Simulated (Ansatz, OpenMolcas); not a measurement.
CH3BF3Ge+: a line through the functionals

CH3BF3Ge+ has 9 atoms, charge +1, and is taken as a singlet. SMILES: `[CH3][Ge+]([F])[B](F)F`. The shape comes from GFN2-xTB, which is rough for such elements, and wasn't checked as a minimum.

The HOMO–LUMO gap y, in eV, basis def2-SVP; a is the functional's share of exact exchange. Programs: Ansatz 0.2.0, OpenMolcas 26.06.

| functional | program | a | y (eV) |
| --- | --- | --- | --- |
| PBE | Ansatz | 0 | 3.56 |
| BLYP | Ansatz | 0 | 3.50 |
| TPSSh | OpenMolcas | 0.1 | 4.59 |
| B3LYP | OpenMolcas | 0.2 | ? |
| PBE0 | Ansatz | 0.25 | 5.73 |
| BHLYP | OpenMolcas | 0.5 | 7.77 |

**Question.** Fit y = c + s·a to the known rows and predict B3LYP.

**Answer.** 
1. Means of the 5 rows: a = 0.1700, y = 5.030.
2. Σ(Δa)² = 0.178, Σ(Δa·Δy) = 1.501, so the slope is 1.501/0.178 = 8.4326.
3. Intercept: 5.030 − (8.4326) × 0.1700 = 3.596. The largest residual of the fit is 0.15.
4. B3LYP: 3.596 + (8.4326) × 0.2 = 5.28 eV.

The run gave 5.22 eV, so the prediction is off by +0.06 eV, within the scatter of the fit. Exact exchange lowers occupied levels and raises empty ones.
